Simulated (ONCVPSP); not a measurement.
## What one change does to a pseudopotential (Lu, ONCV)

ONCVPSP 4.0.1 input, shortened (lines: element, Z, core and valence counts, functional; n l f; lmax; l rc ep ncon nbas qcut; lloc lpopt rc5 dvloc0; l nproj debl; icmod fcfact rcfact), revPBE, scalar-relativistic:

```
  Lu 71.00    9    5  -102130      upf
    1    0    2.00
    2    0    2.00
    2    1    6.00
    3    0    2.00
    3    1    6.00
    3    2   10.00
    4    0    2.00
    4    1    6.00
    4    2   10.00
    4    3   14.00
    5    0    2.00
    5    1    6.00
    5    2    1.00
    6    0    1.00
    3
    0    2.15    0.00    3    8    4.60
    1    1.30    0.00    4    7    5.80
    2    2.85    0.00    4    9    6.30
    3    0.95    0.00    4    8   21.70
    4    5    0.85    0.00
    0    2    1.90
    1    3    2.60
    2    2    2.90
    3    1    3.90
    3    5.25    1.50
```

All-electron outer shells of the reference configuration (revPBE, scalar-relativistic, ld1.x):

```tsv
shell	level (eV)	outermost node (bohr)	outermost maximum (bohr)
4d	-198.60	0.23	0.48
5s	-67.74	0.57	1.04
5p	-38.34	0.61	1.19
4f	-16.28	–	0.47
6s	-10.09	1.41	2.93
5d	-7.78	0.68	1.78
```

Change: local potential polynomial inside 0.85 bohr (lpopt 5, dvloc0 9 Ha).

Cutoffs: the cutoffs (Ha) at which the residual kinetic energy of the hardest occupied pseudo-wave falls to 1 and 0.1 mHa per electron; they do not see the model core or the augmentation charge, which bear on the density cutoff. Errors are all-electron minus pseudo energies relative to the spin-unpolarised reference configuration.

Question: What does the change do?

Answer: The potential gets neither clearly harder nor softer (172 Ha and 191 Ha → 172 Ha and 191 Ha); the bound ghosts move from s to p, s; the number of tests with a reliable result goes from 4 to 1. In the separable form a ghost depends on how the local part lies against the semilocal potential of the channel, so the choice of the local part can create or remove one.

| quantity | base | changed |
| --- | --- | --- |
| cutoff, loose | 172 Ha | 172 Ha |
| cutoff, tight | 191 Ha | 191 Ha |
| bound ghosts | s | s, p |
| GHOST(+) flags under 300 eV | p at 226.2 eV | none |
| tests with a reliable result | 4 of 4 | 1 of 4 |
| error for 4f14 5s2 5p6 5d0 6s0, meV [ΔE 32.98 eV] | -1.2 | +7.2 |
| s: phases at 2.19 bohr within 0.05 rad from the reference energy up to (Ha; the scan ends near 5) | 3.5 | 4.2 |
| p: phases at 1.32 bohr within 0.05 rad from the reference energy up to (Ha; the scan ends near 5) | to the end of the scan | to the end of the scan |
| d: phases at 2.90 bohr within 0.05 rad from the reference energy up to (Ha; the scan ends near 5) | 4.2 | 4.2 |
| f: phases at 0.96 bohr within 0.05 rad from the reference energy up to (Ha; the scan ends near 5) | 3.7 | 3.3 |
| rms error of d²Exc/dni dnj with the model core, mHa | 2.71 | 2.62 |

 A true bound ghost makes a file unfit for plane-wave use even where its test errors are small: the radial tests pick states by their node count and pass the ghost by.
